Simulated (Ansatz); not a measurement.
`BC[SiH2]CF` and `FC[SiH2]CI` differ in one atom or group.

Ansatz, PBE0-D4/def2-TZVP geometries, multiplicity 1. Each molecule was computed in one conformer, which needn't be the lowest.

Elements past krypton have def2 core potentials.

```csv
property,`BC[SiH2]CF`
LUMO energy (ωB97M-V/def2-TZVPP) / eV,0.50
LUMO energy (B3LYP/def2-TZVPP) / eV,-1.60
HOMO energy (B3LYP/def2-TZVPP) / eV,-8.37
HOMO–LUMO gap (B3LYP/def2-TZVPP) / eV,6.77
HOMO energy (PBE/def2-TZVPP) / eV,-7.16
HOMO–LUMO gap (PBE/def2-TZVPP) / eV,4.82
```

**Question.** What does the change do to each property? (An estimate is asked.)

**Answer.** Computed: 
| property | `FC[SiH2]CI` | shift |
| --- | --- | --- |
| LUMO energy (ωB97M-V/def2-TZVPP) / eV | 0.77 | 0.27 |
| LUMO energy (B3LYP/def2-TZVPP) / eV | -1.37 | 0.23 |
| HOMO energy (B3LYP/def2-TZVPP) / eV | -7.13 | 1.24 |
| HOMO–LUMO gap (B3LYP/def2-TZVPP) / eV | 5.76 | -1.01 |
| HOMO energy (PBE/def2-TZVPP) / eV | -6.23 | 0.93 |
| HOMO–LUMO gap (PBE/def2-TZVPP) / eV | 4.19 | -0.63 |

With PBE0 the HOMO rises by 1.22 eV and the LUMO rises by 0.25 eV, so the gap narrows by about 0.97 eV. PBE moves the HOMO by 0.93 eV and ωB97M-V by 1.33 eV.

B3LYP here is the variant with VWN-RPA as its local correlation; programs differ in this.

Spin–orbit coupling is left out; it splits and shifts lone-pair levels of the heavy atoms by tenths of an eV.
